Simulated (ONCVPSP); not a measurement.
## Potentials for nickel (Ni) compared

Generated with ld1.x 7.5 (TM, RRKJ, ultrasoft, PAW), atompaw 4.2 or ONCVPSP 4.0.1. The cutoff is in Ry: for ld1.x and atompaw files where the sum of valence levels is converged to 10 mRy in a Bessel basis, for ONCV files where the hardest occupied wave has 1 mHa per electron of residual kinetic energy. The error is the largest all-electron minus pseudo excitation energy over each file’s own four to seven test configurations (ionisations up to +4, promotions, holes and added fractions of an electron), all of which were solved. The labels leave out finer settings (local radius, basis sizes, second energies), which also bear on the numbers. Spin-polarised tests are not counted. The rows are a selection from randomly drawn settings: files with unsolved tests, undetermined cutoffs or missed reference levels are left out.

A true bound ghost makes a file unfit for plane-wave use even where its test errors are small: the radial tests pick states by their node count and pass the ghost by.

```csv
potential,cutoff (Ry),largest error (meV),bound ghosts
"ONCV, LDA (Perdew-Wang 92), scalar-relativistic, rc 1.35/0.75/1.65 (spd), local smoothed, core correction yes, reference 3s2 3p6 3d8 4s2, qcut 9.7/9/9.8, projectors 2/1/2",429,+93,none
"ONCV, PBE, scalar-relativistic, rc 2.00/1.95/1.55 (spd), local smoothed, core correction yes, reference 3d9 4s1, qcut 3/4.6/8.9, projectors 3/2/2",72,+64,none
"ONCV, PBE, scalar-relativistic, rc 1.45/0.70/1.50 (spd), local smoothed, core correction no, reference 3s2 3p6 3d8 4s0.5, qcut 8/11.1/11.4, projectors 3/2/1",230,+5.8,none
"ONCV, BLYP, fully relativistic, rc 1.75/1.60/1.60 (spd), local smoothed, core correction yes, reference 3d8 4s1.5, qcut 4.5/4.6/10.3, projectors 3/1/2",82,-105,s
"ONCV, PBE, non-relativistic, rc 1.20/0.85/1.05/1.10 (spdf), local smoothed, core correction yes, reference 3s2 3p6 3d8 4s2, qcut 13.2/11/16.6/9.5, projectors 2/2/3/2",203,+5.3,none
"ONCV, PBE, scalar-relativistic, rc 1.35/1.20/1.50 (spd), local smoothed, core correction no, reference 3s2 3p6 3d8 4s1.75, qcut 10.4/11.6/12.6, projectors 3/2/2",108,+4.6,none
"ONCV, PBE, scalar-relativistic, rc 1.50/0.80/0.80 (spd), local d, core correction yes, reference 3s2 3p6 3d8 4s2, qcut 7.8/9.5/18.2, projectors 2/2/0",261,-12,none
"ONCV, PW91, fully relativistic, rc 2.35/1.10/1.65 (spd), local smoothed, core correction no, reference 3p6 3d8 4s1.5 4p0.5, qcut 3.2/12.3/11.4, projectors 2/2/3",89,-12,none
```

(1) Fill in the row for Ni: ONCV, PBEsol, scalar-relativistic, rc 0.70/1.05/0.90 (spd), local smoothed, core correction yes, reference 3s2 3p6 3d7, qcut 11.1/13.6/17.2, projectors 2/2/2.

Answers

(1) cutoff 229 Ry, largest error +10.0 meV, bound ghosts: none.
